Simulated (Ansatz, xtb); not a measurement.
Relative energy of two isomers of C6H9NO

Structure a: `C=CCC/C=N/C=O`, a singlet. Structure b: `C=CC/C=C/NC=O`, a singlet. Both are isolated molecules in the gas phase, relaxed with B3LYP-D3(BJ)/def2-SVP, each in the lowest conformer that the search found.

Quicker runs give these differences E(b) − E(a): GFN2-xTB −6.1 kcal/mol; HF/STO-3G −7.8 kcal/mol (at GFN2-xTB geometries); r2SCAN-D4/def2-SVP −13.9 kcal/mol (at GFN2-xTB geometries).

Question: Estimate E(b) − E(a) at the level CCSD(T)/def2-SVP + ΔMP2/def2-TZVPP.

Answer: Calculated at CCSD(T)/def2-SVP + ΔMP2/def2-TZVPP: E(b) − E(a) = −7.6 kcal/mol, so structure b lies lower.

How the difference moves with the method:

```tsv
level	geometry	E(b) − E(a) (kcal/mol)	departure from the last row (kcal/mol)	job, with rough time for the two
GFN2-xTB	GFN2-xTB	−6.1	+1.5	optimisation, 1.5 s
HF/STO-3G	GFN2-xTB	−7.8	−0.2	single point, 3.2 s
r2SCAN-D4/def2-SVP	GFN2-xTB	−13.9	−6.3	single point, 17 s
B3LYP-D3(BJ)/def2-SVP	B3LYP-D3(BJ)/def2-SVP	−11.0	−3.4	optimisation, 8.9 min
HF/def2-SVP	B3LYP-D3(BJ)/def2-SVP	−8.7	−1.1	part of the CCSD(T) run
MP2/def2-SVP	B3LYP-D3(BJ)/def2-SVP	−8.7	−1.1	part of the CCSD(T) run
CCSD(T)/def2-SVP	B3LYP-D3(BJ)/def2-SVP	−7.5	+0.1	single point
CCSD(T)/def2-SVP + ΔMP2/def2-TZVPP	B3LYP-D3(BJ)/def2-SVP	−7.6		single point, 10 min
```

As drawn, b has 1 C=C, 1 C–N, 1 N–H in place of 1 C–C, 1 C=N, 1 C–H.

None of the levels shown reverses the order. The largest departure from CCSD(T)/def2-SVP + ΔMP2/def2-TZVPP is that of r2SCAN-D4/def2-SVP, 6.3 kcal/mol. The last row adds to CCSD(T) the change of the MP2 difference between the two basis sets, here −0.1 kcal/mol.

With thermal terms from frequencies at re-optimised GFN2-xTB minima (ideal gas, soft modes damped towards free rotors, one conformer each, 298.15 K, 1 atm): on the last row, ΔE + ΔZPE = −7.1, ΔH = −7.2, ΔG = −6.7 kcal/mol.

The correlated steps freeze 8 core orbitals. Run with Ansatz 0.2.0, xtb 6.7.1; the last row on 2 threads of Intel(R) Xeon(R) Processor @ 2.50GHz (Skylake/Cascade Lake) on a shared host.
